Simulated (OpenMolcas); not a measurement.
A calculation on Ga+.

```yaml
Program: OpenMolcas
Method: "MS-CASPT2, IPEA 0.25 Eh, imaginary shift 0.1 Eh (closed shells correlated: 3d)"
Basis: ANO-RCC-VQZP [7s6p4d2f1g]
Scalar_Hamiltonian: DKH2, point nucleus
Active_space: 2 electrons in 4 orbitals (4s 4p)
State_averaging: 2S+1 = 3 even, 3 roots; 2S+1 = 1 even, 7 roots; 2S+1 = 3 odd, 3 roots; 2S+1 = 1 odd, 3 roots
Spin-orbit_coupling: RASSI with atomic mean-field integrals over the reference wave functions, term energies averaged over their components
```

Problem. Which level of the active space comes out lowest?

Solution. 4s2 1S0, with 100 % of that term; it is also the measured ground level.

Problem. How high does 4p2 3P2 lie?

Solution. 115171 cm-1 above the lowest level.

Problem. How high does 4s 4p 3P* 2 lie?

Solution. 47312 cm-1 above the lowest level; measured 48750 cm-1 above the ground level, so the calculation is off by -3 %.

Problem. How high does 4s 4p 3P* 0 lie?

Solution. 46136 cm-1 above the lowest level; measured 47368 cm-1 above the ground level, so the calculation is off by -3 %.

Measured values: NIST Handbook of Basic Atomic Spectroscopic Data.

Over all roots computed the reference weight is 0.90 to 0.95; the roots of lowest weight are the least certain, and an intruder state may touch them. The ¹D term of p² mixes with s d, which this space lacks. Computed and measured levels are paired by configuration, term and J; levels that our copy of the source lacks, or whose pairing is in doubt (as where it misses far off the trend of its configuration), stay unpaired and out of the deviations. Levels of configurations outside the active space are missing.

* marks odd parity.
